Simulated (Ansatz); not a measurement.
C₂H₉AlN (SMILES [CH3][Al+]([CH3])<-[NH3]), charge +1, singlet, geometry from GFN2-xTB (such geometries of metal compounds can be far from the true shape), with bond 7-6 at 2.4 times its length; CASSCF(2,4)/6-31G (Ansatz, a program for electronic structure).

Here is a job for Ansatz.
Ansatz 0.2 input:
```yaml
crystal:
  periodic: [false, false, false]
  atoms:
    - {symbol: Al, position_ang: [0.00934133, 0.34680538, 0.08751643]}
    - {symbol: C, position_ang: [1.48121298, 0.98782528, -1.04474533]}
    - {symbol: H, position_ang: [2.44737721, 0.56179644, -0.74388323]}
    - {symbol: H, position_ang: [1.59141804, 2.07757082, -1.00323139]}
    - {symbol: H, position_ang: [1.32872680, 0.72191018, -2.09966435]}
    - {symbol: C, position_ang: [-1.44831118, 0.43985465, 1.40139917]}
    - {symbol: H, position_ang: [-3.68931627, -0.57004855, 0.44769581]}
    - {symbol: H, position_ang: [-1.66697597, 1.46985825, 1.70580124]}
    - {symbol: H, position_ang: [-1.21230694, -0.11574837, 2.31847689]}
    - {symbol: N, position_ang: [-0.03813516, -1.66758792, -0.41638179]}
    - {symbol: H, position_ang: [-0.70643767, -1.85715792, -1.16634600]}
    - {symbol: H, position_ang: [-0.31685668, -2.26254855, 0.36733338]}
    - {symbol: H, position_ang: [0.86521673, -2.01617663, -0.74547325]}
basis:
  gaussian:
    orbitals: 6-31G
hamiltonian:
  xc: hf
total_charge: 1
magnetization: {spin_polarized: false}
correlation: {active_space: {window: {electrons: 2, orbitals: 4}}}
```

The log (banner, timings and long lists left out):

```
Functional definition: HF
812 factors; integrals over basis functions are off by at most 2.3e-4 eV
mean field evaluation 1: about -10246.0954 eV, gradient 5.2e1 eV
mean field evaluation 2: about -10246.0933 eV, gradient 5.2e1 eV
mean field evaluation 4: about -10254.8152 eV, gradient 6.3e0 eV
mean field evaluation 8: about -10255.0412 eV, gradient 2.4e-1 eV
mean field evaluation 16: about -10250.4066 eV, gradient 3.6e-2 eV
mean field -10255.04182463 eV, -376.8658359382 hartree, gradient 2.4e-6 eV, S^2 0.000000; 1 other end points of the search recorded, 0 dependent functions left out
reference -10255.04182463 eV, -376.8658359382 hartree; 20, 20 occupied and 38, 38 virtual orbitals, 812 factors
state -10257.76464202 eV, -376.9658976317 hartree
Total energy: -10257.76464202 eV, -376.9658976317 hartree
```
